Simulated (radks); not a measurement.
Zr6+, configuration [Ar] 3d10 4s2 4p3 6s1 (not the ground configuration).

All-electron calculation, Dirac Kohn-Sham, LDA (Slater exchange, Perdew-Wang correlation), spin-unpolarised, spherical densities, point nucleus; open shells are shared between the two j in proportion to 2j + 1. Program: a radial shooting solver on a logarithmic mesh with Libxc functionals.

Energy parts (hartree):
part                       energy
total                 -3582.69138
kinetic                3701.88448
electron-nucleus      -8531.68405
Hartree                1354.03429
exchange-correlation   -106.92610

Orbitals (lengths in bohr, moments of r in powers of bohr; r(90%) holds 90 % of the orbital's charge):
| orbital | occ. | eigenvalue (hartree) | r(90%) |
|---|---|---|---|
| 1s1/2 | 2 | -657.5291 | 0.0664 |
| 2s1/2 | 2 | -94.25382 | 0.251 |
| 2p1/2 | 2 | -86.66191 | 0.227 |
| 2p3/2 | 4 | -83.51051 | 0.233 |
| 3s1/2 | 2 | -18.39487 | 0.678 |
| 3p1/2 | 2 | -15.56458 | 0.688 |
| 3p3/2 | 4 | -15.05906 | 0.703 |
| 3d3/2 | 4 | -10.04933 | 0.719 |
| 3d5/2 | 6 | -9.95634 | 0.724 |
| 4s1/2 | 2 | -5.18247 | 1.63 |
| 4p1/2 | 1 | -4.33964 | 1.75 |
| 4p3/2 | 2 | -4.25315 | 1.78 |
| 6s1/2 | 1 | -1.26421 | 5.44 |

The highest occupied level is 6s1/2 at -34.401 eV. Summed over all electrons, <r^2> = 29.92 bohr^2, which gives a Langevin (diamagnetic) susceptibility term of -23.7 x 10^-6 cm^3/mol.
